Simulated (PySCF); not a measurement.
# TcOF₂: breathing scan

Computed with UPBE0 in PySCF with Tc def2-SVP with ECP28, O def2-SVP, F def2-SVP; scalar-relativistic core potentials, no spin–orbit coupling; density-fitted integrals.

Rigid scan from the quartet minimum (Tc–F 1.847 Å (×2), Tc–O 1.665 Å; F–Tc–F 130.0°, F–Tc–O 115.0° (×2)). Coordinate: all bonds to the central atom scaled together. Energies in kJ/mol from the minimum.

Q: Predict the curve at 0.88, 0.92, 0.96, 1.00, 1.04, 1.08, 1.14, 1.22, 1.35.

A: 
```tsv
scale of all bonds to the centre	E (kJ/mol)	dipole size (D)	⟨S²⟩
0.88	401.8	0.83	3.75
0.92	155.5	0.88	3.76
0.96	34.0	0.87	3.76
1.00	0.0	0.82	3.76
1.04	26.2	0.73	3.77
1.08	92.5	0.60	3.80
1.14	233.1	0.18	4.00
1.22	430.2	0.75	4.51
1.35	718.6	1.71	5.07
```

Spin contamination is strong at 1.14, 1.22, 1.35, so these points are less reliable.

Open d and f shells are described by one determinant, and the ground state may have another occupation or spin.

Other isomers or separated fragments may lie lower.

The scan took 17 s on 2 threads of a shared Intel Xeon 6975P-C (Granite Rapids) host; the process peaked at 0.85 GiB.
